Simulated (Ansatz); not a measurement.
Calculated with Ansatz (gas phase, PBE0-D4/def2-TZVP geometries, no zero-point term in ΔE). CBS: MP2 limit from def2 TZ/QZ plus the TZ coupled-cluster correction, frozen cores. This one scheme is used for every species. Functionals use def2-TZVPP. HSE06 is defined as in plane-wave codes. Each species was taken in one conformer, which may not be the lowest.

Consider the formal hydrolysis of a B–F bond: `NB(F)O[SiH3]` + H₂O → `NB(O)O[SiH3]` + H–F.

```json
{"level": "PBE-D4", "ΔE (kJ/mol)": "24.8", "difference from CCSD(T)/CBS": "1.4"}
{"level": "r2SCAN-D4", "ΔE (kJ/mol)": "27.1", "difference from CCSD(T)/CBS": "3.7"}
{"level": "r2SCAN0-D4", "ΔE (kJ/mol)": "26.2", "difference from CCSD(T)/CBS": "2.8"}
{"level": "HSE06-D4", "ΔE (kJ/mol)": "24.3", "difference from CCSD(T)/CBS": "0.9"}
{"level": "ωB97M-V", "ΔE (kJ/mol)": "25.8", "difference from CCSD(T)/CBS": "2.4"}
{"level": "r2SCANh", "ΔE (kJ/mol)": "27.1", "difference from CCSD(T)/CBS": "3.7"}
{"level": "r2SCAN0", "ΔE (kJ/mol)": "26.7", "difference from CCSD(T)/CBS": "3.3"}
{"level": "HSE06", "ΔE (kJ/mol)": "25.5", "difference from CCSD(T)/CBS": "2.1"}
{"level": "MP2/def2-TZVPP", "ΔE (kJ/mol)": "21.3", "difference from CCSD(T)/CBS": "-2.1"}
{"level": "MP2/def2-QZVPP", "ΔE (kJ/mol)": "21.3", "difference from CCSD(T)/CBS": "-2.1"}
{"level": "CCSD(T)/CBS", "ΔE (kJ/mol)": "23.4", "difference from CCSD(T)/CBS": "0"}
```

Largest T1 diagnostic among the species: 0.011.

Leaving LDA and LC-ωPBE aside and taking each functional with its dispersion term where it has one, the values, not all of them listed here, spread over 6.4 kJ/mol, from revPBE-D4 to B97M-V. LDA lies −3.5 kJ/mol from PBE without D4. In def2-TZVPP, CCSD(T) changes the Hartree–Fock value by −8.4 kJ/mol (the triples alone add −1.1 kJ/mol) and MP2 by −10.7 kJ/mol.

CCSD(T)/CBS has its own doubt, a few kJ/mol and more with outer-core shells, so smaller differences from it don't rank the levels.
